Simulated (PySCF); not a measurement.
# Spin-rotation constants: SMILES [C@H]1(N)CC=C(C#N)C1, C$_{6}$H$_{8}$N$_{2}$

Geometry:
```csv
atom,x (Å),y (Å),z (Å)
N1,3.482,0.144,1.487
C2,2.484,0.182,0.921
C3,1.256,0.201,0.240
C4,0.688,1.256,-0.349
C5,-0.616,0.903,-0.978
C6,-0.942,-0.499,-0.420
N7,-1.955,-0.364,0.608
C8,0.418,-1.042,0.091
H9,1.100,2.250,-0.391
H10,-1.407,1.609,-0.723
H11,-0.520,0.889,-2.066
H12,-1.359,-1.150,-1.193
H13,-2.222,-1.269,0.979
H14,-1.606,0.201,1.376
H15,0.312,-1.582,1.035
H16,0.879,-1.720,-0.631
```

Computed with GIAO B3LYP/pcSseg-1 magnetisability, rotational g tensor and spin-rotation constants, non-relativistic, gas phase in PySCF. Geometry: GFN2-xTB.

Q: Give the nuclear spin-rotation constants along the inertial axes (H = +C I·J) beside the isotropic shieldings.

A: Rotational constants 4.7625, 1.3397, 1.1749 GHz. A star marks the isotopologue with that one atom substituted, in its own axes.
| atom | isotope | Caa (kHz) | Cbb (kHz) | Ccc (kHz) | mean (kHz) | σ (ppm) |
| --- | --- | --- | --- | --- | --- | --- |
| N1 | 14N | 0.301 | 0.289 | 0.266 | 0.285 | -55.7 |
| N7 | 14N | 0.308 | 0.062 | 0.066 | 0.145 | 200.2 |
| H9 | 1H | -0.302 | 0.047 | -0.100 | -0.119 | 25.2 |
| H10 | 1H | -0.292 | -0.121 | -0.035 | -0.149 | 29.3 |
| H11 | 1H | -0.473 | -0.081 | -0.015 | -0.190 | 28.7 |
| H12 | 1H | -0.216 | -0.129 | -0.021 | -0.122 | 28.3 |
| H13 | 1H | -0.542 | 0.012 | -0.144 | -0.225 | 30.9 |
| H14 | 1H | -0.398 | -0.171 | -0.019 | -0.196 | 30.9 |
| H15 | 1H | -0.536 | 0.027 | -0.115 | -0.208 | 29.7 |
| H16 | 1H | -0.522 | -0.140 | 0.049 | -0.204 | 28.7 |
| C2 | 13C* | 0.104 | 0.579 | 0.533 | 0.406 | 61.9 |
| C3 | 13C* | 2.053 | 0.371 | 0.236 | 0.887 | 63.1 |
| C4 | 13C* | 2.274 | 0.502 | 0.263 | 1.013 | 25.3 |
| C5 | 13C* | 0.897 | 0.252 | 0.251 | 0.466 | 132.2 |
| C6 | 13C* | 0.939 | 0.269 | 0.260 | 0.489 | 125.6 |
| C8 | 13C* | 0.798 | 0.283 | 0.279 | 0.453 | 126.9 |

For the geometry as given, no vibrational averaging.

Q: How do the rotational constants and the g tensor change when H9, H10, H11, H12, H13, H14, H15, H16 are replaced by deuterium?

A: Constants 3.7503, 1.2414, 1.0759 GHz; g -0.0138, -0.0223, -0.0130, against -0.0174, -0.0237, -0.0140 before.
